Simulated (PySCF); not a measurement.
C₂H₃Cl₂InO₂. Atoms are numbered in the order given.

```xyz
10

In    -0.0273     0.3894     0.1056
Cl     1.2874     1.9840    -1.0031
Cl    -1.5181     0.9522     1.8270
O     -0.6864    -1.3247    -1.1648
C      0.1690    -2.0872    -0.5879
C      0.2554    -3.5378    -0.9699
O      0.9302    -1.6174     0.3309
H      1.2346    -3.9588    -0.6833
H      0.0676    -3.6589    -2.0521
H     -0.5400    -4.0880    -0.4264
```

Geometry: PBE-D3(BJ)/def2-SVP. The def2 effective core potentials stand for the cores of In; spin–orbit coupling is left out. Other conformers were not sampled.

Computed with PySCF with HF/def2-TZVP.

ESP charges are fitted to the potential on shells at 1.4 to 2.0 van der Waals radii. Atomic charges (e):

```tsv
atom	Löwdin	Mulliken	ESP fit
In1	(withheld)	1.40	0.99
Cl2	(withheld)	-0.45	-0.33
Cl3	(withheld)	-0.45	-0.33
O4	0.01	-0.61	-0.54
C5	(withheld)	0.61	0.77
C6	-0.22	-0.35	-0.65
O7	0.01	-0.61	-0.53
H8	0.14	0.15	0.20
H9	0.14	0.15	0.20
H10	0.15	0.15	0.21
```

### Question
What belongs in the gaps? (The exact figures need the calculation; the answer reports its results.)

### Answer

- In1, Löwdin: 0.13
- Cl2, Löwdin: 0.04
- Cl3, Löwdin: 0.04
- C5, Löwdin: -0.43
